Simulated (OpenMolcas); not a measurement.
Ag2+ among 5 point charges of -2 e arranged as a trigonal bipyramid (D3h), 2.08 Å from the ion, with the axial distance 2.246 Å.
```
   2.0800    0.0000    0.0000  -2.00
  -1.0400    1.8013    0.0000  -2.00
  -1.0400   -1.8013    0.0000  -2.00
   0.0000    0.0000    2.2464  -2.00
   0.0000    0.0000   -2.2464  -2.00
```

```yaml
Program: OpenMolcas
Method: CASSCF
Basis: ANO-RCC-VDZP [6s5p3d1f]
Scalar_Hamiltonian: DKH2, point nucleus
Active_space: 9 electrons in 5 orbitals (4d)
State_averaging: 2S+1 = 2 even, 5 roots
Spin-orbit_coupling: state interaction with AMFI integrals over the reference wave functions
```

(1) What is the spin-free ground state (labels of D3, the rotations of D3h)?

(2) Where is the first state of the same spin?

(3) What are the lowest two levels with spin-orbit coupling?

(4) What is χT at 300 K, and how does it compare with the textbook value?

## Answers

(1) 2A1, 1-fold in its orbital part, 100 % from free-ion D terms; it has the highest spin that d9 allows.

(2) 2E at 4220 cm-1 above the ground state.

(3) A 2-fold level E1/2 with g = 1.80, 3.27, 3.27, then a 2-fold level E1/2 3171 cm-1 above it. Their leading multiplicities are 2 (100 %) and 2 (100 %).

(4) The lowest level has 2S+1 = 2, for which the spin-only value is χT = S(S+1) / 2 = 0.375 cm3 K/mol (g = 2). The computed 0.834 at 300 K differs by +0.459, through orbital momentum, spin-orbit coupling and any other state in reach.

Point charges carry no covalency, so the field is a model and not that of real ligands. No measured value stands beside these numbers.
